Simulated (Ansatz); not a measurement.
`N[SiH](Cl)Br` → `ClBr` + `N[SiH]` at 298.15 K and 1 bar (silylene formation by 1,1-elimination).

Program: Ansatz. Geometries: PBE0-D4/def2-TZVP. ΔE: electronic, gas phase. CCSD(T)/CBS adds triple-zeta CCSD(T) − MP2 to the extrapolated MP2 energy (def2 sets, frozen cores). This one scheme is used for every species. For Br outer-core shells are correlated without core-valence functions, which leaves a few kJ/mol of doubt a bond. Scalar relativity is left out up to krypton. Each species was taken in one conformer, which may not be the lowest.

```
       species  CCSD(T)/CBS energy (Eh)  H − E (kJ/mol)  S (J/(mol·K))
`N[SiH](Cl)Br`              -3378.82013           118.5          340.7
        `ClBr`              -3033.06727            12.1          239.7
      `N[SiH]`               -345.56329            99.2          245.4
```

H − E and S are ideal-gas, rigid-rotor, harmonic terms from PBE0-D4/def2-TZVP, for one conformer and one mirror image of each species. 1 Eh = 2625.50 kJ/mol, R = 8.31446 J/(mol·K).

By hand: ΔE, ΔH, ΔS and ΔG.

ΔE = (-3033.06727) + (-345.56329) − (-3378.82013) = 0.18957 Eh = 497.7 kJ/mol. Δ(H − E) = 12.1 + 99.2 − 118.5 = -7.2, so ΔH = 490.5 kJ/mol. ΔS = 239.7 + 245.4 − 340.7 = 144.4 J/(mol·K). ΔG = 490.5 − 298.15 × (144.4)/1000 = 447.4 kJ/mol.

By hand: the equilibrium constant, and the temperature at which ΔG would vanish if ΔH and ΔS stayed fixed.

log₁₀ K = −ΔG/(RT ln 10) = -78.4. ΔG = 0 at ΔH/ΔS = 3397 K, far beyond where these terms or the molecules hold.

The number of gas molecules changes by +1, which sets the sign of ΔS. A doubt of 5 kJ/mol in ΔE shifts log₁₀ K by 0.9 here. Other conformers and mirror images would add mixing entropy, several J/(mol·K) or more a flexible species. These are equilibria of isolated gas molecules and say nothing of rates. Largest T1 diagnostic: 0.015 (customary marks: 0.02 for closed shells, 0.045 for open ones).
